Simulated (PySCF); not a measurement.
CH5BS, SMILES CBS.

Geometry optimised at PBE0-D3(BJ)/def2-TZVP. The values are those of a single conformer.

Computed with TDDFT-LC-ωPBE/def2-SVPD run with PySCF 2.14.0.

Vertical excitations.  State labels are in the subgroup Cs.

Problem. Estimate the UV-visible absorptions. (An estimate is asked for; the answer gives what the named calculation found.)

Solution. 
```csv
state,symmetry,energy (eV),λ (nm),f,main pairs
S1,A",6.55,189,0.000,HOMO−1→LUMO 95 %
S2,A',6.77,183,0.196,HOMO→LUMO 94 %
S3,A",7.14,174,0.008,"HOMO→LUMO+1 34 %, HOMO→LUMO+5 29 %, HOMO−2→LUMO 23 %"
S4,A",7.30,170,0.007,"HOMO−2→LUMO 72 %, HOMO→LUMO+1 12 %"
S5,A",8.30,149,0.072,"HOMO→LUMO+1 29 %, HOMO→LUMO+2 24 %, HOMO→LUMO+3 17 %, HOMO→LUMO+7 13 %"
S6,A',8.45,147,0.015,"HOMO−1→LUMO+1 68 %, HOMO−1→LUMO+5 18 %"
S7,A",9.01,138,0.016,"HOMO→LUMO+2 45 %, HOMO→LUMO+3 18 %, HOMO−3→LUMO 16 %, HOMO→LUMO+7 7 %"
S8,A",9.10,136,0.014,"HOMO−3→LUMO 72 %, HOMO→LUMO+3 16 %"
S9,A",9.40,132,0.027,"HOMO→LUMO+3 39 %, HOMO→LUMO+7 17 %, HOMO→LUMO+5 14 %, HOMO→LUMO+2 11 %"
S10,A',9.42,132,0.051,HOMO→LUMO+4 85 %
T1,A',5.27,235,0,HOMO→LUMO 97 %
T2,A",5.86,212,0,HOMO−1→LUMO 92 %
T3,A",6.58,188,0,HOMO−2→LUMO 71 %
T4,A",6.71,185,0,"HOMO→LUMO+1 31 %, HOMO→LUMO+5 30 %, HOMO−2→LUMO 22 %, HOMO→LUMO+7 6 %"
```
Triplets are in the Tamm–Dancoff approximation, which puts them higher than full response would, so one can lie above its singlet here.
